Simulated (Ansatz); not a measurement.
Geometry optimisation, Ansatz, DFT PBE-D3(BJ), scalar-relativistic, plane waves, PAW.

The input (input.yaml):

```yaml
accuracy: low
crystal:
  lattice:
    - [6.62, 0.0, 0.0]
    - [0.0, 6.62, 0.0]
    - [0.0, 0.0, 6.62]
  atoms:
    - { symbol: Ta, position: [0.0, 0.0, 0.0] }
    - { symbol: Ta, position: [0.5, 0.0, 0.0] }
    - { symbol: Ta, position: [0.0, 0.5, 0.0] }
    - { symbol: Ta, position: [0.0, 0.0, 0.5] }
    - { symbol: Ta, position: [0.25, 0.25, 0.25] }
    - { symbol: Ta, position: [0.5, 0.5, 0.0] }
    - { symbol: Ta, position: [0.5, 0.0, 0.5] }
    - { symbol: Ta, position: [0.75, 0.25, 0.25] }
    - { symbol: Ta, position: [0.0, 0.5, 0.5] }
    - { symbol: Ta, position: [0.25, 0.75, 0.25] }
    - { symbol: Ta, position: [0.25, 0.25, 0.75] }
    - { symbol: Ta, position: [0.5, 0.5, 0.5] }
    - { symbol: Ta, position: [0.75, 0.75, 0.25] }
    - { symbol: Ta, position: [0.75, 0.25, 0.75] }
    - { symbol: Ta, position: [0.25, 0.75, 0.75] }
    - { symbol: Ta, position: [0.75, 0.75, 0.75] }
    - { symbol: Li, position: [0.5029356, 0.8734977, 0.247564] }
basis:
  ecutwfc: 420.0
kpoints:
  mp_grid: { grid: [2, 2, 2] }
hamiltonian:
  xc: pbe
  dispersion: d3bj
scf:
  occupations: { method: fermi_dirac, width: 0.15 }
  lower_state_search: "off"
relax:
  f_tol: 0.08
  max_steps: 25
  adjacent_minimum: "off"
```

Command:

```bash
$ ansatz run input.yaml --threads 2 --pin off --max-ram 5120MiB --backend cpu --events-out ev --progress --plain --runs-dir out
```

**Question.** Where does it end, and by what steps?

**Answer.** It converged. The threshold is loose, so the end isn't yet a minimum. Limits of this set-up: coarse k mesh, low accuracy level. After 4 steps the energy has fallen by 3.340 eV; Ta13 moved furthest, 0.27 Å.

| step | energy less start (eV) | largest force component (eV/Å) | accepted |
| --- | --- | --- | --- |
| 0 | 0.0000 | 6.273 | yes |
| 1 | -2.5473 | 1.752 | yes |
| 2 | -3.1315 | 0.906 | yes |
| 3 | -3.3382 | 0.088 | yes |
| 4 | -3.3397 | 0.004 | yes |

```xyz
17
Lattice="6.6200 0.0000 0.0000 0.0000 6.6200 0.0000 0.0000 0.0000 6.6200" Properties=species:S:1:pos:R:3
Ta 0.001 -0.006 -0.021
Ta 3.311 0.148 -0.231
Ta 0.001 3.245 -0.025
Ta 0.001 -0.006 3.329
Ta 1.678 1.604 1.654
Ta 3.311 3.360 0.021
Ta 3.311 0.147 3.538
Ta 4.944 1.604 1.654
Ta 0.001 3.245 3.333
Ta 1.427 4.817 1.654
Ta 1.632 1.719 4.964
Ta 3.311 3.360 3.287
Ta 5.196 4.816 1.654
Ta 4.990 1.719 4.964
Ta 1.636 4.970 4.964
Ta 4.986 4.970 4.964
Li 3.312 5.792 1.653
```

The run took 37 s on 2 threads of Arm Neoverse V1, on a shared host, peak memory 0.79 GiB.
